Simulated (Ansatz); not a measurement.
FH3O2SSi, SMILES `O[Si](O)(F)S`, relaxed with RKS PBE0-D4/def2-TZVP in Ansatz from a PBE-D4/def2-SVP geometry. The force threshold is 0.005 eV/Å; the program also tests the step.

Total charge 0; spin multiplicity 1.

Start:

```xyz
8

O    -0.649    0.206    1.539
Si   -0.092    0.001   -0.011
O    -0.654    1.254   -0.932
F    -0.652   -1.414   -0.617
S     2.038   -0.077   -0.071
H    -0.400   -0.494    2.168
H    -1.618    1.389   -0.895
H     2.027   -0.866   -1.182
```

(1) By how much does the energy fall, and how many steps does the optimiser take? (Best estimate.)

(2) Which bonds change most? (Estimate.)

(3) Give the relaxed structure. (An estimate is asked.)

## Answers

(1) Ansatz gave: 2.20 kcal/mol, in 7 steps.

(2) Ansatz gave: Si2–F4 from 1.638 to 1.594 Å; O1–Si2 from 1.660 to 1.625 Å; Si2–O3 from 1.653 to 1.618 Å; Si2–S5 from 2.132 to 2.109 Å.

(3) Ansatz gave: 
```xyz
8

O    -0.621    0.206    1.513
Si   -0.096   -0.024   -0.008
O    -0.640    1.192   -0.927
F    -0.663   -1.405   -0.564
S     2.010   -0.114   -0.058
H    -0.443   -0.477    2.161
H    -1.576    1.401   -0.890
H     2.029   -0.777   -1.227
```
